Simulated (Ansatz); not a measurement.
The cluster Mo₂N₂: single points at one geometry.

```yaml
crystal:
  periodic: [false, false, false]
  atoms:
    - {symbol: Mo, position_ang: [0.150079, -0.700351, 0.863144]}
    - {symbol: Mo, position_ang: [-0.150099, 0.700493, -0.863296]}
    - {symbol: N, position_ang: [1.336081, 0.239624, -1.450221]}
    - {symbol: N, position_ang: [-1.336071, -0.239766, 1.450363]}
basis:
  gaussian: {orbitals: def2-SVP, initial_orbitals: start.molden}
hamiltonian: {xc: pbe, dispersion: d4}
scf: {omitted_lower_state_checks: [starts]}
output: {orbitals: {seedname: orbitals}}
```

The file start.molden holds the orbitals of an earlier run on this structure, at another level or in another basis.

```sh
$ ansatz run in.yaml --threads 4 --pin off --events-out ev --progress --plain --max-ram 3916MiB
```

Output, abridged:

```
Functional definition: PBE
950 factors; their error is unknown
mean field evaluation 1: about -6685.7158 eV, gradient 1.1e1 eV
mean field evaluation 2: about -6685.8984 eV, gradient 2.2e-1 eV
mean field evaluation 4: about -6685.8650 eV, gradient 1.9e-1 eV
mean field -6685.86509179 eV, -245.7010102811 hartree, gradient 8.2e-5 eV, S^2 0.000000; 0 other end points of the search recorded, 0 dependent functions left out
reference -6685.86513650 eV, -245.7010119241 hartree; 21, 21 occupied and 69, 69 virtual orbitals, 950 factors
Total energy: -6686.03277989 eV, -245.7071727053 hartree
Checks for a lower state left out: starts
```

It took 0.7 s on 4 threads of Arm Neoverse V2 on a shared host.

The first input with `gaussian: {orbitals: def2-TZVP, initial_orbitals: start.molden}`, `hamiltonian: {xc: {name: r2SCAN0}, dispersion: d4}` (abridged; 2.6 s):

```
Functional definition: r2SCAN0
mean field -6686.82870927 eV, -245.7364225704 hartree, gradient 1.6e-5 eV, S^2 0.000000
Total energy: -6686.87119666 eV, -245.7379839530 hartree
Checks for a lower state left out: starts
```

First input, but with `gaussian: {orbitals: def2-TZVP, initial_orbitals: start.molden}`, `hamiltonian: {xc: hf}` (abridged; 1.6 s):

```
Functional definition: HF
mean field evaluation 16: about -6632.8703 eV, gradient 2.4e-5 eV
mean field -6632.87029586 eV, -243.7534874520 hartree, gradient 9.1e-6 eV, S^2 0.000000
Total energy: -6632.87029586 eV, -243.7534874520 hartree
Checks for a lower state left out: starts
```

Geometry: PBE-D4/def2-TZVP.

In the def2 sets Mo takes a core potential; there is no spin–orbit coupling. The restricted singlet is unstable towards broken spin symmetry at other levels; at PBE-D4/def2-SVP, r2SCAN0-D4/def2-TZVP this wasn't settled. At HF/def2-TZVP the restricted singlet is unstable: a solution with broken spin symmetry lies lower. At PBE0-D4/def2-TZVP a quintet of charge 0 lies 0.48 eV below the restricted singlet, each at its own geometry. The structure comes from a short search, and lower isomers may exist.
